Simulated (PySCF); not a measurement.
# Dipole moment and polarisability of `CC#[C][GeH2][NH]C`

Species: C4H9GeN.
Numbering: `[CH3:1][C:2]#[C:3][GeH2:4][NH:5][CH3:6]` (hydrogens: H7, H8, H9 on C1; H10, H11 on Ge4; H12 on N5; H13, H14, H15 on C6)

Geometry (PBE0-D3(BJ)/def2-SVP, Å), atoms numbered from 1 in this order:
```xyz
15
C4H9GeN angstrom
C      3.6449   -0.3648    0.7026
C      2.2878   -0.2695    0.1960
C      1.1501   -0.1871   -0.2319
Ge    -0.6209   -0.0740   -0.8928
N     -1.6845    0.3831    0.5264
C     -3.1134    0.4969    0.3603
H      4.3085    0.3477    0.1882
H      4.0538   -1.3764    0.5543
H      3.6801   -0.1400    1.7800
H     -0.9903   -1.4307   -1.5438
H     -0.7482    1.0396   -1.9471
H     -1.4167   -0.0720    1.3936
H     -3.5660    1.0157    1.2220
H     -3.3404    1.1120   -0.5265
H     -3.6534   -0.4645    0.2326
```

Level: CAM-B3LYP/def2-SVPD (PySCF), static field, nuclei fixed, core orbitals frozen in the response. The polarisability tensor in these axes (au):

```
x   118.84  -5.33   8.91
y    -5.33  70.13   0.64
z     8.91   0.64  76.69
```

Question: What are the eigenvalues, a third of the trace, and Δα (Δα² = ½Σ(αi − αj)² over the three pairs)?

Answer: Principal values 69.13, 75.38 and 121.16 au; mean 88.56 au = 13.12 Å³ = 14.60 × 10⁻⁴⁰ C²·m²/J; Δα = 49.21 au (56 % of the mean).

Question: What is the dipole moment, and where does it point?

Answer: (0.69, -0.62, 0.81) D, 1.24 D in size, pointing from the negative to the positive side. Measured along this direction, the outermost atoms are H14 at the negative end and H8 and H9 at the positive end.

Question: Give the eigenvalues of the traceless quadrupole moment Θ = ½Σq(3rr − r²1), origin at the centre of nuclear charge.

Answer: -9.04, -2.37, 11.40 D·Å. The values depend on the origin, since the dipole doesn't vanish. The electronic extent ⟨r²⟩ about the same centre is 1356 bohr², a root-mean-square distance of 2.30 Å for the 72 electrons.

Question: What would n − 1 = 2πNα be for an ideal gas of these molecules at 350 K and 1 atm, electronic part alone?

Answer: N = p/kT = 2.0968 × 10¹⁹ cm⁻³, so n − 1 = 2π × N × 13.12 × 10⁻²⁴ cm³ = 1729 × 10⁻⁶ at long wavelengths, for an ideal gas.

Question: Find the Langevin capture rate constant for NH4+ (18.034 u) meeting this molecule (144.995 u), k = 2.342 × 10⁻⁹ cm³/s × √(α in Å³ / reduced mass in u).

Answer: The reduced mass is 16.04 u, so k = 2.12 × 10⁻⁹ cm³/s. The formula leaves out the permanent dipole, which adds to the capture rate.

Question: What depolarisation ratio follows for Rayleigh scattering of linearly polarised light, taking the static tensor?

Answer: ρ = 3Δα²/(45ᾱ² + 4Δα²) = 7263.7/(352904 + 9684.9) = 0.02.

Geometry: PBE0-D3(BJ)/def2-SVP, one conformer, isolated molecule. The calculation is non-relativistic, for germanium too.

The run behind these numbers computed excited states and ΔSCF ions as well. Hardware: an Arm Neoverse V1 with one thread, on a shared host. Cost: 3.1 min.
